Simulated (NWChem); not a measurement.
CHCl2F; SMILES FC(Cl)Cl

All runs: NWChem. Pople sets run with spherical d functions. Geometry: optimised at PBE0/def2-SVP. B3LYP is NWChem's, with the RPA form of VWN correlation. Total energies compare along this basis series because the functional is fixed.

```
level              basis functions  energy (Ha)  highest occupied level (eV)  orbital gap (eV)  dipole (D)
-----------------  ---------------  -----------  ---------------------------  ----------------  ----------
B3LYP/STO-3G                    29   -1046.9640                        -7.02              9.61        1.81
B3LYP/3-21G                     46   -1053.7453                        -8.88                 ?           ?
B3LYP/6-31G*                    66   -1058.9135                        -8.74              8.25        1.34
B3LYP/6-31+G*                   82   -1058.9294                        -8.96              8.05        1.37
B3LYP/def2-SVP                  69   -1058.5625                        -8.56              8.69        1.26
B3LYP/def2-SVPD                105   -1058.5920                        -8.99              8.13        1.26
B3LYP/def2-TZVP                142   -1059.0552                        -8.85              8.22        1.24
B3LYP/6-311++G**               111   -1059.0322                        -8.98              8.06        1.36
B3LYP/aug-cc-pVTZ              215   -1059.0652                        -8.92              8.01        1.24
```

### Question
Fill in the missing entries.

### Answer

- B3LYP/3-21G, orbital gap (eV): 8.37
- B3LYP/3-21G, dipole (D): 1.58
